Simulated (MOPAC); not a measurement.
MOPAC input (AM1):

```
AM1 FORCE THERMO(298,298) PRECISE LET UHF MS=0.5 GEO-OK AUX(PRECISION=9) THREADS=1
CH2NS

C    -0.21883670 1   -0.24390524 1    0.00740054 1
N    -1.15957310 1   -1.13821046 1    0.06683046 1
S     0.81804328 1    0.74197859 1   -0.05807085 1
H    -0.97270888 1   -2.08953728 1   -0.14717238 1
H    -2.08451120 1   -0.88850850 1    0.32746394 1
```

From the output:

```
     H    5   0.971913   6.047590   0.115431   0.631627   6.841555

          HEAT OF FORMATION =      22.020751 KCALS/MOLE

          ZERO POINT ENERGY      19.497 KCAL/MOL

           NORMAL COORDINATE ANALYSIS (Total motion = 1 Angstrom)

   Root No.       1         2         3         4         5         6         7         8

                 1 B2      1 B1      2 B1      1 A1      2 B2      2 A1      3 A1      3 B2

                 264.5     311.9     509.8     887.2    1145.8    1672.0    1897.9    3461.3

           1    0.0000    0.0000    0.0000   -0.1318    0.0000   -0.0284    0.4518   -0.0000
           2    0.2647    0.0000    0.0000    0.0000    0.0556    0.0000   -0.0000   -0.0011
           3   -0.0000    0.0837    0.2153    0.0000   -0.0000   -0.0000   -0.0000    0.0000
           4   -0.0000   -0.0000   -0.0000   -0.2144   -0.0000   -0.0435   -0.2905   -0.0000
           5   -0.0734   -0.0000   -0.0000    0.0000   -0.0738    0.0000    0.0000   -0.0559
           6    0.0000   -0.1059   -0.0366    0.0000    0.0000   -0.0000    0.0000    0.0000
           7   -0.0000   -0.0000   -0.0000    0.1586   -0.0000    0.0051   -0.0377   -0.0000
           8   -0.0540   -0.0000   -0.0000   -0.0000   -0.0000   -0.0000    0.0000   -0.0001
           9    0.0000   -0.0102   -0.0425   -0.0000    0.0000    0.0000    0.0000    0.0000
          10   -0.2208    0.0000   -0.0000   -0.2472    0.3954    0.3903   -0.0733   -0.2543
          11   -0.2089    0.0000   -0.0000   -0.0137    0.1820    0.2464    0.0820    0.3970
          12    0.0000    0.4001   -0.3529    0.0000   -0.0000   -0.0000   -0.0000   -0.0000
          13    0.2207    0.0000   -0.0000   -0.2472   -0.3954    0.3902   -0.0733    0.2543
          14   -0.2090    0.0000   -0.0000    0.0137    0.1821   -0.2465   -0.0820    0.3970
          15    0.0000    0.4001   -0.3527   -0.0000   -0.0000    0.0000    0.0000   -0.0000

   Root No.       9

                 4 A1

                3488.1

           1    0.0046
           2   -0.0000
           3    0.0000
           4    0.0319
           5   -0.0000
           6    0.0000
           7   -0.0007
           8    0.0000
           9   -0.0000
          10   -0.2375
          11    0.4187
          12   -0.0000
          13   -0.2376
          14   -0.4187
          15    0.0000

           MASS-WEIGHTED COORDINATE ANALYSIS (NORMAL COORDINATES)

   Root No.       1         2         3         4         5         6         7         8

                 1 B2      1 B1      2 B1      1 A1      2 B2      2 A1      3 A1      3 B2

                 264.5     311.9     509.8     887.2    1145.8    1672.0    1897.9    3461.3

           1    0.0000    0.0000    0.0000   -0.3421    0.0000   -0.1439    0.8136   -0.0000
           2    0.8386    0.0000    0.0000    0.0000    0.2736    0.0000   -0.0000   -0.0057
           3   -0.0000    0.3850    0.7935    0.0000   -0.0000   -0.0000   -0.0000    0.0000
           4   -0.0000   -0.0000   -0.0000   -0.6011   -0.0000   -0.2383   -0.5650   -0.0000
           5   -0.2512   -0.0000   -0.0000    0.0000   -0.3926    0.0000    0.0000   -0.2981
           6    0.0000   -0.5264   -0.1455    0.0000    0.0000   -0.0000    0.0000    0.0000
           7   -0.0000   -0.0000   -0.0000    0.6726   -0.0000    0.0421   -0.1110   -0.0000
           8   -0.2793   -0.0000   -0.0000   -0.0000   -0.0001   -0.0000    0.0000   -0.0010
           9    0.0000   -0.0768   -0.2559   -0.0000    0.0000    0.0000    0.0000    0.0000
          10   -0.2026    0.0000   -0.0000   -0.1859    0.5640    0.5737   -0.0383   -0.3640
          11   -0.1917    0.0000   -0.0000   -0.0103    0.2597    0.3623    0.0428    0.5683
          12    0.0000    0.5332   -0.3768    0.0000   -0.0000   -0.0000   -0.0000   -0.0000
          13    0.2026    0.0000   -0.0000   -0.1859   -0.5640    0.5737   -0.0383    0.3641
          14   -0.1918    0.0000   -0.0000    0.0103    0.2597   -0.3623   -0.0428    0.5683
          15    0.0000    0.5333   -0.3765   -0.0000   -0.0000    0.0000    0.0000   -0.0000

   Root No.       9

                 4 A1

                3488.1

           1    0.0228
           2   -0.0000
           3    0.0000
           4    0.1722
           5   -0.0000
           6    0.0000
           7   -0.0059
           8    0.0000
           9   -0.0000
          10   -0.3436
          11    0.6057
          12   -0.0000
          13   -0.3437
          14   -0.6056
          15    0.0000

          DESCRIPTION OF VIBRATIONS

 VIBRATION          1    1B2         ATOM PAIR     ENERGY CONTRIBUTION    RADIAL
 FREQUENCY           264.49         C 1 -- N 2         +37.0% (185.8%)      0.0%
 TRANSITION DIPOLE   1.2579         N 2 -- H 5         +22.9% (146.4%)     53.9%
 TRAVEL (Ang.)       0.2027         N 2 -- H 4         +22.9% (146.4%)     53.9%
 REDUCED MASS        6.2038         C 1 -- S 3         +17.1% (126.5%)      0.0%
 EFFECTIVE MASS     30.2589
 FORCE CONSTANT      0.2557

 VIBRATION          2    1B1         ATOM PAIR     ENERGY CONTRIBUTION    RADIAL
 FREQUENCY           311.91         C 1 -- N 2         +35.7% ( 75.6%)      0.0%
 TRANSITION DIPOLE   1.7440         N 2 -- H 5         +22.5% ( 60.0%)      0.0%
 TRAVEL (Ang.)       0.3792         N 2 -- H 4         +22.5% ( 60.0%)      0.0%
 REDUCED MASS        1.5037         C 1 -- S 3         +19.2% ( 55.3%)      0.0%
 EFFECTIVE MASS      7.6138
 FORCE CONSTANT      0.0862

 VIBRATION          3    2B1         ATOM PAIR     ENERGY CONTRIBUTION    RADIAL
 FREQUENCY           509.85         C 1 -- S 3         +49.0% ( 72.3%)      0.0%
 TRANSITION DIPOLE   1.1227         C 1 -- N 2         +44.8% ( 69.1%)      0.0%
 TRAVEL (Ang.)       0.1635         N 2 -- H 4          +3.1% ( 18.1%)      0.0%
 REDUCED MASS        4.9454         N 2 -- H 5          +3.1% ( 18.1%)      0.0%
 EFFECTIVE MASS      8.9268
 FORCE CONSTANT      0.7574

 VIBRATION          4    1A1         ATOM PAIR     ENERGY CONTRIBUTION    RADIAL
 FREQUENCY           887.16         C 1 -- S 3         +29.4% ( 95.8%)    100.0%
 TRANSITION DIPOLE   1.7606         N 2 -- H 5         +26.2% ( 90.5%)     28.6%
 TRAVEL (Ang.)       0.0943         N 2 -- H 4         +26.2% ( 90.5%)     28.6%
 REDUCED MASS        8.5559         C 1 -- N 2         +18.2% ( 75.4%)    100.0%
 EFFECTIVE MASS     22.3837
 FORCE CONSTANT      3.9675

 VIBRATION          5    2B2         ATOM PAIR     ENERGY CONTRIBUTION    RADIAL
 FREQUENCY          1145.80         N 2 -- H 5         +44.2% ( 84.5%)      9.8%
 TRANSITION DIPOLE   0.4157         N 2 -- H 4         +44.2% ( 84.5%)      9.8%
 TRAVEL (Ang.)       0.2901         C 1 -- N 2         +11.1% ( 42.4%)      0.0%
 REDUCED MASS        0.6995         C 1 -- S 3          +0.5% (  9.2%)      0.0%
 EFFECTIVE MASS      3.5450
 FORCE CONSTANT      0.5411

 VIBRATION          6    2A1         ATOM PAIR     ENERGY CONTRIBUTION    RADIAL
 FREQUENCY          1672.01         N 2 -- H 4         +47.1% ( 61.1%)      1.4%
 TRANSITION DIPOLE   0.0471         N 2 -- H 5         +47.1% ( 61.1%)      1.4%
 TRAVEL (Ang.)       0.2906         C 1 -- N 2          +3.2% ( 15.9%)    100.0%
 REDUCED MASS        0.4776         C 1 -- S 3          +2.7% ( 14.6%)    100.0%
 EFFECTIVE MASS      1.6711
 FORCE CONSTANT      0.7867

 VIBRATION          7    3A1         ATOM PAIR     ENERGY CONTRIBUTION    RADIAL
 FREQUENCY          1897.89         C 1 -- N 2         +54.8% ( 99.2%)    100.0%
```
